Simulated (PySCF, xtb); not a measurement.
HOSn, SMILES [OH+]=[Sn] (connectivity only; charge and spin as stated), charge +1, multiplicity 1.

GFN2-xTB run with xtb at its own geometry gives an orbital gap of 5.46 eV.

Geometry: r2SCAN-D4/def2-TZVP. The isomer is the one that the SMILES or the coordinates give; other isomers of the formula were not compared. The def2 effective core potentials stand for the cores of Sn; spin–orbit coupling is left out.

Task: What does B3LYP/def2-TZVPD (PySCF) give? (The exact figures need the calculation; the answer reports its results.)

Result: gap 6.45 eV (levels -15.16 and -8.71 eV).
